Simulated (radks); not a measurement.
The numbers below are computed, except where a source is named.
Q: Valence configurations of Tb+ (all share [Xe]). Code: a radial shooting solver on a logarithmic mesh with Libxc functionals. Model: scalar-relativistic Kohn-Sham, LDA (Slater exchange, Perdew-Wang correlation), spin-polarised, spherical densities, finite nucleus; open shells are filled with parallel spins first (spin-orbit coupling, left out, can overturn this in heavy ions); Fermi nuclear charge, rms radius 5.06 fm. Order these by energy: 4f8.5 5d0.5 6s1; 4f7 6s2 6p1; 4f8 6s2; 4f8 5d1 6s1; 4f8.5 6s1.5; 4f8 6s1 6p1; 4f9 6s1; 4f7 5d1 6s1 6p1; 4f9 5d0.5 6s0.5; 4f9.5 6s0.5.

A: From the lowest, in eV above it: 4f9 6s1 0.000; 4f8.5 6s1.5 0.186; 4f8.5 5d0.5 6s1 0.388; 4f9 5d0.5 6s0.5 0.921; 4f9.5 6s0.5 1.453; 4f8 5d1 6s1 1.680; 4f8 6s2 1.806; 4f8 6s1 6p1 5.092; 4f7 5d1 6s1 6p1 12.056; 4f7 6s2 6p1 14.625. NIST lists [Xe] 4f9 6s1 as the ground configuration; this level of theory agrees among the configurations tried. The energies are those of spherical high-spin densities, not of single terms.
